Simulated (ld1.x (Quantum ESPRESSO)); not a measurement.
How hard is this Si RRKJ potential?

ld1.x (Quantum ESPRESSO) 7.5 input, shortened:

```
&input
   title='Si', zed=14., rel=0, dft='PBE', iswitch=3,
   config='[Ne] 3s2 3p2 3d-2'
 /
 &inputp
   pseudotype=2, tm=.false., rho0=0.001, lloc=0,
   nlcc=.true., rcore=1.20
 /
3
3P  2  1   2.00   0.00  2.35  2.35  0.0
3D  3  2  -2.00   0.15  1.80  1.80  0.0
3S  1  0   2.00   0.00  1.90  1.90  0.0
 &test
   configts(1)='3s2 3p2'
 /
```

The pseudo-atom Hamiltonian at the reference potential is diagonalised in spherical Bessel functions j_l(qr) that vanish at 20 bohr, with q² up to the cutoff. All-electron valence levels (Ry): 3p -0.3006, 3s -0.7915.

Task: How do the lowest levels (Ry) of each channel move with the cutoff, and are there ghosts?

Result:

```csv
cutoff (Ry),p #1,d #1,s #1,s #2,f #1,f #2,Σ f·Δε (mRy)
8,-0.2970,0.0551,-0.7650,-0.0251,0.1094,0.2334,60.1
12,-0.2978,0.0549,-0.7861,-0.0269,0.1094,0.2334,16.4
18,-0.3000,0.0547,-0.7885,-0.0271,0.1094,0.2334,7.3
25,-0.3006,0.0547,-0.7893,-0.0272,0.1094,0.2334,4.3
35,-0.3006,0.0546,-0.7911,-0.0273,0.1094,0.2334,0.7
45,-0.3006,0.0546,-0.7914,-0.0273,0.1094,0.2334,0.2
400,-0.3007,0.0546,-0.7915,-0.0273,0.1094,0.2334,0.0
```

Result: no extra level below or beside the all-electron valence levels (p, d, s, f tested); 10 mRy is reached at 15 Ry and 1 mRy at 35 Ry.
